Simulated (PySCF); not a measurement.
# Correlation energy of Si⁺ (silicon, charge +1)

[Ne] 3s2 3p1, 2P determinant. All numbers are calculated (PySCF 2.14, scalar relativity by spin-free X2C-1e, in x2c-QZVPPall (9s6p4d2f1g, 70 functions)). Frozen: 1s2; 11 electrons correlated.

| level | correlation energy (mhartree) |
| --- | --- |
| CCSD | -239.12 |
| (T) | -3.38 |
| CCSD(T) | -242.50 |

Diagnostics: T1 = 0.0092, D1 = 0.0358, largest double amplitude 0.097.

**Question.** Is a single reference adequate?

**Answer.** Mostly. T1 lies below 0.03, but a double amplitude of this size points to a near-degeneracy that CCSD handles and MP2 describes poorly.

This basis was not built for core-valence correlation, so the inner-shell part is incomplete.
